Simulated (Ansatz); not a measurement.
Relaxation of C$_{2}$H$_{6}$BF (10 atoms, charge 0, multiplicity 1), to a largest force component of 0.02 eV/Å in at most 40 steps.

Computed with Ansatz, UKS PBE0/STO-3G.

```xyz
10
Properties=species:S:1:pos:R:3:forces:R:3
B -1.101 0.595 -0.658 -2.41 2.34 -0.84
C -0.208 -0.555 -0.200 0.26 -0.60 -2.28
C 0.934 -0.031 0.614 3.10 0.14 3.11
F 1.839 -1.083 1.012 -1.00 0.60 -0.29
H -1.318 0.836 -1.838 0.42 -0.35 1.30
H -1.689 1.336 0.131 0.92 -1.01 -0.80
H 0.207 -1.081 -1.092 -0.26 -0.02 0.73
H -0.764 -1.248 0.401 -0.70 -0.90 0.64
H 0.601 0.503 1.581 0.07 -0.56 -1.34
H 1.582 0.675 0.052 -0.42 0.36 -0.24
```

Where does it end, and by what steps?

The forces met the threshold. Limits of this set-up: minimal basis. After 18 steps the energy has fallen by 0.381 eV; H5 moved furthest, 0.72 Å.

```json
{"step": "0", "energy less start (eV)": "0.0000", "largest force component (eV/Å)": "3.111", "accepted": "yes"}
{"step": "1", "energy less start (eV)": "-0.3130", "largest force component (eV/Å)": "1.025", "accepted": "yes"}
{"step": "2", "energy less start (eV)": "-0.3341", "largest force component (eV/Å)": "0.688", "accepted": "yes"}
{"step": "3", "energy less start (eV)": "-0.3217", "largest force component (eV/Å)": "0.895", "accepted": "no"}
{"step": "4", "energy less start (eV)": "-0.3585", "largest force component (eV/Å)": "0.118", "accepted": "yes"}
{"step": "5", "energy less start (eV)": "-0.3639", "largest force component (eV/Å)": "0.056", "accepted": "yes"}
{"step": "6", "energy less start (eV)": "-0.3675", "largest force component (eV/Å)": "0.371", "accepted": "yes"}
{"step": "7", "energy less start (eV)": "-0.3525", "largest force component (eV/Å)": "0.455", "accepted": "no"}
{"step": "8", "energy less start (eV)": "-0.3748", "largest force component (eV/Å)": "0.116", "accepted": "yes"}
{"step": "9", "energy less start (eV)": "-0.3787", "largest force component (eV/Å)": "0.026", "accepted": "yes"}
{"step": "10", "energy less start (eV)": "-0.3770", "largest force component (eV/Å)": "0.271", "accepted": "no"}
{"step": "11", "energy less start (eV)": "-0.3801", "largest force component (eV/Å)": "0.030", "accepted": "yes"}
{"step": "12", "energy less start (eV)": "-0.3800", "largest force component (eV/Å)": "0.134", "accepted": "no"}
{"step": "13", "energy less start (eV)": "-0.3802", "largest force component (eV/Å)": "0.085", "accepted": "yes"}
{"step": "14", "energy less start (eV)": "-0.3808", "largest force component (eV/Å)": "0.034", "accepted": "yes"}
{"step": "15", "energy less start (eV)": "-0.3809", "largest force component (eV/Å)": "0.036", "accepted": "yes"}
{"step": "16", "energy less start (eV)": "-0.3810", "largest force component (eV/Å)": "0.032", "accepted": "yes"}
{"step": "17", "energy less start (eV)": "-0.3811", "largest force component (eV/Å)": "0.026", "accepted": "yes"}
{"step": "18", "energy less start (eV)": "-0.3812", "largest force component (eV/Å)": "0.016", "accepted": "yes"}
```

```xyz
10
Properties=species:S:1:pos:R:3
B -1.145 0.634 -0.697
C -0.134 -0.484 -0.286
C 0.980 -0.057 0.719
F 1.788 -1.139 1.092
H -1.876 0.453 -1.599
H -1.215 1.646 -0.104
H 0.320 -0.951 -1.175
H -0.740 -1.287 0.178
H 0.500 0.392 1.620
H 1.605 0.740 0.253
```

Run time: 3.1 min on 1 CPU thread of a shared host.
